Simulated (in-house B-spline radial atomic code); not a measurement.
Configurations of the oxygen ion O⁺, with energies counted from [He] 2s2 2p3. Method: scalar-relativistic (X2C) RPBE, spin-polarised, spherical fractional occupations, Fermi nucleus of rms radius 2.6991 fm. Calculated with an all-electron radial atomic-structure program (B-spline basis). Shells without spins written out take the highest spin.

Occupations are held fixed; configurations that lie above the ionisation limit could autoionise.

```
                                          configuration  E - E(ref) (eV)  highest orbital  its <r> (bohr)
                              [He] 2s2 2p(2 up, 1 down)            3.879          2p down           1.129
                                           [He] 2s1 2p4           15.137          2p down            1.18
                                       [He] 2s2 2p2 3s1           23.084            3s up           3.449
                                       [He] 2s2 2p2 3d1           28.823            3d up           4.795
                                       [He] 2s1 2p3 3d1           36.278            3d up           4.754
[He] 2s(0 up, 1 down) 2p(3 up, 0 down) 3s(1 up, 0 down)           38.226            3s up           3.446
```

Order these further configurations by energy, lowest first.
A. [He] 2s1 2p3 3s1
B. [He] 2s1 2p3 3p1
C. [He] 2s2 2p(1 up, 1 down) 3d(0 up, 1 down)
D. [He] 2s2 2p2 3p1
E. [He] 2s(1 up, 0 down) 2p(1 up, 3 down)

E (19.173 eV), D (25.754 eV), A (30.511 eV), C (31.311 eV), B (33.207 eV).

How far above the reference does [He] 2s2 2p(1 up, 1 down) 3s(0 up, 1 down) lie?

25.652 eV; its least bound orbital is 3s down with <r> = 3.482 bohr.
